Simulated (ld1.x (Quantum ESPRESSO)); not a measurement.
Logarithmic derivatives: nickel (Ni), PAW

Ni (Z = 28), PAW, made with ld1.x (Quantum ESPRESSO) 7.5 (LDA (PZ), scalar-relativistic). Core [Ne], reference 3s2 3p6 3d8.5 4s1.5 4p0. Waves: 3s (bound): rcut 1.00, rcutus 1.20 bohr; 4s (bound): rcut 1.00, rcutus 1.20 bohr; 3p (bound): rcut 1.40, rcutus 1.65 bohr; 4p (bound, empty): rcut 1.40, rcutus 1.65 bohr; 3d (bound): rcut 1.05, rcutus 1.20 bohr; 3d channel at 3.8 Ry: rcut 1.05, rcutus 1.20 bohr; 4f channel at 0.1 Ry: rcut 1.45, rcutus 1.55 bohr. Local part: all-electron potential smoothed inside 1.45 bohr (lloc = -1). Core correction: Bessel-smoothed model core inside 0.85 bohr. Augmentation charge: PSQ, inside the norm-conserving radii.

The phase is arctan(r·u′/u) with u = r·R(r), unwrapped; energies in Ry, scanned from -10 to 5 Ry. A pole is an energy at which the radial function vanishes at the test radius. The pseudo phase is shifted by a multiple of π to meet the all-electron one at the reference energy, and phase errors are pseudo minus all-electron; the curves can meet again beyond the range given. Levels narrower than the energy grid can be missing from the lists of poles.

Task: For each channel, where are the poles, and over which energies does the pseudopotential scatter like the atom?

Result:

```
channel  radius (bohr)  reference energy (Ry)  poles, all-electron  poles, pseudo  unbroken range about the reference energy with phases within 0.05 rad  phase error 1 Ry above the reference energy (rad)
      s           1.80                  -0.39                -7.83          -7.83                                                        the whole range                                             -0.001
      p           1.80                  -0.08                -4.87          -4.87                                                              below 1.7                                             -0.007
      d           1.80                  -0.50                 0.02           0.02                                                        the whole range                                             +0.000
      f           1.80                   0.10                 none           none                                                        the whole range                                             +0.000
```

Phases in the p channel:

```json
{"E (Ry)": "-10.00", "all-electron": "1.381", "pseudo": "1.379"}
{"E (Ry)": "-9.52", "all-electron": "1.375", "pseudo": "1.373"}
{"E (Ry)": "-9.04", "all-electron": "1.369", "pseudo": "1.366"}
{"E (Ry)": "-8.56", "all-electron": "1.361", "pseudo": "1.358"}
{"E (Ry)": "-8.08", "all-electron": "1.351", "pseudo": "1.349"}
{"E (Ry)": "-7.60", "all-electron": "1.340", "pseudo": "1.338"}
{"E (Ry)": "-7.12", "all-electron": "1.326", "pseudo": "1.323"}
{"E (Ry)": "-6.64", "all-electron": "1.305", "pseudo": "1.302"}
{"E (Ry)": "-6.16", "all-electron": "1.270", "pseudo": "1.267"}
{"E (Ry)": "-5.68", "all-electron": "1.184", "pseudo": "1.180"}
{"E (Ry)": "-5.20", "all-electron": "-0.079", "pseudo": "-0.088"}
{"E (Ry)": "-4.72", "all-electron": "-1.651", "pseudo": "-1.652"}
{"E (Ry)": "-4.24", "all-electron": "-1.748", "pseudo": "-1.750"}
{"E (Ry)": "-3.76", "all-electron": "-1.790", "pseudo": "-1.792"}
{"E (Ry)": "-3.28", "all-electron": "-1.821", "pseudo": "-1.823"}
{"E (Ry)": "-2.80", "all-electron": "-1.849", "pseudo": "-1.851"}
{"E (Ry)": "-2.32", "all-electron": "-1.878", "pseudo": "-1.880"}
{"E (Ry)": "-1.84", "all-electron": "-1.911", "pseudo": "-1.913"}
{"E (Ry)": "-1.36", "all-electron": "-1.951", "pseudo": "-1.952"}
{"E (Ry)": "-0.88", "all-electron": "-2.002", "pseudo": "-2.002"}
{"E (Ry)": "-0.40", "all-electron": "-2.068", "pseudo": "-2.068"}
{"E (Ry)": "0.08", "all-electron": "-2.161", "pseudo": "-2.161"}
{"E (Ry)": "0.56", "all-electron": "-2.299", "pseudo": "-2.301"}
{"E (Ry)": "1.04", "all-electron": "-2.518", "pseudo": "-2.527"}
{"E (Ry)": "1.52", "all-electron": "-2.866", "pseudo": "-2.900"}
{"E (Ry)": "2.00", "all-electron": "-3.340", "pseudo": "-3.413"}
{"E (Ry)": "2.48", "all-electron": "-3.781", "pseudo": "-3.872"}
{"E (Ry)": "2.96", "all-electron": "-4.080", "pseudo": "-4.166"}
{"E (Ry)": "3.44", "all-electron": "-4.265", "pseudo": "-4.345"}
{"E (Ry)": "3.92", "all-electron": "-4.385", "pseudo": "-4.460"}
{"E (Ry)": "4.40", "all-electron": "-4.468", "pseudo": "-4.542"}
{"E (Ry)": "4.88", "all-electron": "-4.528", "pseudo": "-4.603"}
```
